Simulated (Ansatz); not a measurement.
Reaction (formal exchange of groups at the Si–S bond): `C=N[SiH](O)S` + SiH₄ → `C=N[SiH](O)[SiH3]` + H₂S

Calculated with Ansatz (gas phase, PBE0-D4/def2-TZVP geometries, no zero-point term in ΔE). CCSD(T)/CBS adds triple-zeta CCSD(T) − MP2 to the extrapolated MP2 energy (def2 sets, frozen cores). This one scheme is used for every species. Functionals use def2-TZVPP. B3LYP here is the variant with VWN-RPA as its local correlation; programs differ in this. HSE06 is defined as in plane-wave codes. One conformer a species, not always the lowest.

`C=N[SiH](O)S`:

Z-matrix (Å, degrees):
```
Si
N 1 1.733
S 1 2.129 2 102.6
O 1 1.634 2 110.3 3 -121.4
H 1 1.483 2 114.4 3 121.2
C 2 1.257 1 124.8 3 -117.5
H 3 1.344 1 93.2 2 173.5
H 4 0.960 1 116.9 2 60.6
H 6 1.101 2 124.2 1 0.2
H 6 1.096 2 120.3 1 -179.8
```

SiH₄:

Z-matrix (Å, degrees):
```
Si
H 1 1.485
H 1 1.485 2 109.5
H 1 1.485 2 109.5 3 -120.0
H 1 1.485 2 109.5 3 120.0
```

`C=N[SiH](O)[SiH3]`:

Cartesian coordinates in Å:
```
C -0.427 2.012 -1.071
N -0.817 0.830 -0.892
Si 0.158 -0.546 -0.495
O 1.789 -0.270 -0.472
Si -0.470 -1.199 1.662
H 0.627 2.325 -1.025
H -1.150 2.808 -1.288
H -0.161 -1.566 -1.532
H 2.272 -0.378 -1.292
H -1.926 -1.500 1.706
H -0.177 -0.102 2.624
H 0.282 -2.414 2.075
```

H₂S:

```xyz
3

S     0.354   -0.230    0.454
H     0.386   -0.316   -0.884
H    -0.740    0.546    0.431
```

```tsv
level	ΔE (kcal/mol)	difference from CCSD(T)/CBS
B3LYP-D4	17.5	-0.9
r2SCANh-D4	18.3	-0.1
r2SCAN0-D4	18.6	0.2
HSE06-D4	16.7	-1.7
ωB97X-V	17.9	-0.5
B2PLYP	18.7	0.3
PBE	15.7	-2.7
PBE0	16.8	-1.6
r2SCANh	18.4	0.0
BHLYP	18.9	0.5
CAM-B3LYP	18.1	-0.3
RPA@PBE/def2-TZVPP	17.8	-0.6
MP2/def2-SVP	19.3	0.9
CCSD/def2-TZVPP	18.2	-0.2
HF/def2-QZVPP	20.4	2.0
SCS-MP2/def2-QZVPP	20.2	1.8
CCSD(T)/CBS	18.4	0
```

Largest T1 diagnostic among the species: 0.013.

From BLYP to BHLYP (50 % exact exchange), in def2-TZVPP and without D4, ΔE moves by +2.2 kcal/mol. At CCSD(T), def2-SVP lies −1.1 kcal/mol from the extrapolated value and def2-TZVPP −0.3 kcal/mol. Leaving LDA and LC-ωPBE aside and taking each functional with its dispersion term where it has one, the values, not all of them listed here, spread over 3.7 kcal/mol, from PBE-D4 to ωB97M-V.

CCSD(T)/CBS has its own doubt, a few kJ/mol and more with outer-core shells, so smaller differences from it don't rank the levels.
